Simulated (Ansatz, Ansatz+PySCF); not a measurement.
```yaml
atoms:
  - { symbol: Cu, position_ang: [0.0000, 0.0000, -1.0269] }
  - { symbol: Cu, position_ang: [0.0000, 0.0000, 1.0269] }
```

Basis set: def2-SVP (spherical functions). Frozen core: 10 orbitals. Charge 0, multiplicity 1.

Computed with Ansatz (development build ahead of 0.2.0); each method stands on the lowest determinant of its kind that the runs found. Restricted open shells among the atoms or ions are ROHF, correlated in semicanonical orbitals with singles.

The atomization energy at this shape (free ground-state atoms in the same class of orbitals less the molecule, no zero-point energy) of singlet Cu2:

| method | atomization energy |
| --- | --- |
| RHF-CCSD(T) | 38.64 kcal/mol |
| RHF-CCSD | 34.61 kcal/mol |
| RHF | 2.96 kcal/mol |

(1) What does RHF-MP2 give?

Results:

(1) 36.63 kcal/mol. Caution: the shape is not the minimum.
